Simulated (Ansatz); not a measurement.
PbF4. Charge 0, multiplicity 3. Geometry PBE-D4/def2-SVP, that of the neutral singlet; atoms count from 1.

```xyz
5

Pb    0.000    0.000    0.000
F     0.077   -1.116   -1.704
F     0.474   -1.170    1.600
F    -1.881    0.747    0.238
F     1.330    1.538   -0.134
```

In the def2 sets Pb takes a core potential; there is no spin–orbit coupling. At PBE0-D4/def2-TZVP a singlet of charge 0 lies 3.58 eV below the triplet at the same geometry.

Q: Estimate the Mulliken populations from the PBE0/def2-TZVP orbitals of Ansatz.

A: 
| atom | charge (e) | spin (α − β) |
| --- | --- | --- |
| Pb1 | 1.29 | 0.47 |
| F2 | -0.32 | 0.38 |
| F3 | -0.32 | 0.38 |
| F4 | -0.32 | 0.38 |
| F5 | -0.32 | 0.38 |
Mulliken values depend strongly on the basis.

Q: Where does the spin sit?

A: Summed by element: Pb 0.47, F 1.53, of 2 unpaired in all. Largest on single atoms: Pb1 0.47, F2 0.38, F5 0.38.

Q: And the Mayer bond orders between heavy atoms (over 0.3)?

A: Pb1–F2 0.60 (2.04 Å); Pb1–F3 0.60 (2.04 Å); Pb1–F4 0.60 (2.04 Å); Pb1–F5 0.60 (2.04 Å).
